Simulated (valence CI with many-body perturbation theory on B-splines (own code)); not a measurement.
Values are calculated unless marked as measured or tabulated.
## Basis-set convergence for Pr²⁷⁺

Level of theory: configuration interaction combined with many-body perturbation theory (CI+MBPT): four valence electrons over a frozen Dirac-Fock core [Ar] 3d10, radial functions for each j: 9 s, 9 p, 8 d, 6 f, 3 g, 1 h, with the one-electron correlation potential Σ1 (screened to all orders), the two-electron term Σ2, the three-electron term Σ3, Breit, model QED; selected single and double excitations, second order for the rest, scaled by the run's own slope (own B-spline code, finite nucleus).

The last digits are not significant, and no measured levels were compared; by estimate large intervals hold to a few tenths of a per cent, small ones and those within an open d or f shell to about a per cent.

The reference run has the lowest level (4s^2 4p1/2^2) J=0 and an ionisation energy of 987.091 eV. Its largest variational space holds 20002 state functions.

Levels are named by their leading jj configuration (3d3/2^4 stands for four electrons in 3d with j = 3/2), which in mixed levels can hold well under half, so a name can repeat and another be missing. Letters in brackets count levels of one name in rising energy.

Changed runs:
A. basis 6 s, 6 p, 5 d, 3 f, 1 g
B. basis 5 s, 5 p, 4 d, 2 f

Excitation energies of the reference run in cm⁻¹, and shifts in cm⁻¹:

| Level | Reference | A | B |
| --- | --- | --- | --- |
| (4s^2 4p1/2 4p3/2) J=1 | 198407 | -86 | -303 |
| (4s^2 4p1/2 4p3/2) J=2 | 222101 | +11 | +131 |
| (4s^2 4p3/2^2) J=2 | 438445 | -40 | -15 |
| (4s^2 4p3/2^2) J=0 | 492544 | +83 | +556 |
| (4s 4p1/2^2 4p3/2) J=2 | 681800 | -161 | -562 |
| (4s 4p1/2^2 4p3/2) J=1 | 765127 | +12 | +175 |
| (4s 4p1/2 4p3/2^2) J=2 [a] | 867778 | -189 | -618 |
| (4s 4p1/2 4p3/2^2) J=3 | 912596 | -92 | -221 |
| (4s 4p1/2 4p3/2^2) J=0 | 961215 | +1.7 | +205 |
| (4s 4p1/2 4p3/2^2) J=2 [b] | 974015 | -48 | -38 |
| (4s 4p1/2 4p3/2^2) J=1 [a] | 982988 | -15 | +126 |
| (4s 4p1/2 4p3/2^2) J=1 [b] | 1026260 | +95 | +573 |
| Ionisation energy (eV) | 987.091 | -0.034 | -0.131 |
